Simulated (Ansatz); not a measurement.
MnF, multiplicity 7 (the spin of the measured ground state), most abundant isotopes (54.9380 and 18.9984 u). Constants from fifth-degree fits in 1/R to seven points on the lowest solution found; no spin–orbit coupling, no relativity up to Kr; ω_e x_e and α_e move by some per cent with the fit.

Correlated levels freeze the inner cores; with def2 sets outer-core shells near the valence are correlated too.

Codes used: Ansatz (Gaussian orbitals). 

Total energies (hartree; each atom in its lowest state at that level) and vibrational constants (cm⁻¹):

```csv
level,E(MnF) at r_e,E(Mn),E(F),ω_e,ω_e x_e
PBE/def2-TZVPP,-1250.585395,-1150.723764,-99.669123,608,3.3
B3LYP/def2-TZVPP,-1250.945754,-1151.007115,-99.770147,612,3.2
wB97M-V/def2-TZVPP,-1250.822898,-1150.912802,-99.745271,621,3.1
CCSD(T)/def2-QZVPP,-1250.169501,-1150.346758,-99.651180,636,3.6
```

Work out D_e and D₀ in eV.


D_e = E(Mn) + E(F) − E(molecule), times 27.2114 eV; D₀ = D_e − (ω_e/2 − ω_e x_e/4)/8065.54.
- PBE/def2-TZVPP: D_e = 5.238, zero point 0.038, D₀ = 5.201 eV
- B3LYP/def2-TZVPP: D_e = 4.585, zero point 0.038, D₀ = 4.547 eV
- wB97M-V/def2-TZVPP: D_e = 4.485, zero point 0.038, D₀ = 4.447 eV
- CCSD(T)/def2-QZVPP: D_e = 4.668, zero point 0.039, D₀ = 4.629 eV
No counterpoise correction is made.

Ansatz is an electronic-structure program.
